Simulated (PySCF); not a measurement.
# Identify the compound

An unknown has the formula C$_{7}$H$_{15}$PSi. Its calculated NMR data are:

$^{1}$H NMR (400 MHz, computed): δ 5.37 (br s, 1H), 5.17 (br s, 1H), 4.85 (m, 1H), 2.67 (m, 1H), 2.07 (m, 1H), 1.84 (m, 1H), 1.57 (m, 1H), 1.25 (m, 2H), 1.07 (d, 3H), 0.92 (d, 3H).

$^{13}$C{$^{1}$H} NMR (computed): δ 156.7 (C), 118.6 (CH2), 59.1 (CH), 33.5 (CH), 25.4 (CH3), 23.9 (CH3), 23.8 (CH2).

Calculated, not measured (PySCF): shielding tensors at PBE0/pcSseg-1 (GIAO), GFN2-xTB geometry. Equivalent nuclei averaged, isolated molecule, no relativistic terms, one computed conformer.

Referencing at the same level of theory: $^{1}$H, $^{13}$C against TMS.

Question: Which of these isomers gave the spectra?
A. C=C1C[Si@@H](P)[C@@H]1C(C)C
B. [SiH3]/C=P\C1CCCCC1
C. C=C/P=C(/[SiH3])C(C)(C)C

Answer: A. 

- 7 carbon signals for 7 carbons: no two carbons are equivalent.
- Carbon types of the structure: 1 × C, 2 × CH, 2 × CH2, 2 × CH3, leaving 3 H on heteroatoms.
- δC 156.7: fully substituted alkene carbon; as expected for a trigonal carbon in a double bond.
- δC 118.6: terminal =CH2 carbon; as expected for a trigonal carbon in a double bond.
- δC 33.5: sp3 CH; aliphatic region, no heteroatom directly attached.
- δH 2.67, 2.07: hydrogen on an allylic sp3 CH2 bonded to Si; allylic position.
- δH 1.07, 0.92: hydrogen on a methyl carbon; far from electronegative atoms and π systems.

The others: C=C/P=C(/[SiH3])C(C)(C)C would give 5 carbon signals, not 7; [SiH3]/C=P\C1CCCCC1 would give 5 carbon signals, not 7.

Splittings by $^{31}$P in the carbon and heteronuclear signals aren't shown, as no couplings were computed. Shifts are as computed. Against solution values, carbons near 30 ppm lie about +3 ppm off and those near 130 ppm about +5 ppm. Of 1309 compounds with measured shifts, 239 miss one by over three times the rms of a fit or turn the order of signals round; such compounds aren't used in these exercises. Multiplicities follow the n + 1 count of equivalent neighbours, as no J values were calculated; m marks all less simple cases, F and P coupling included.
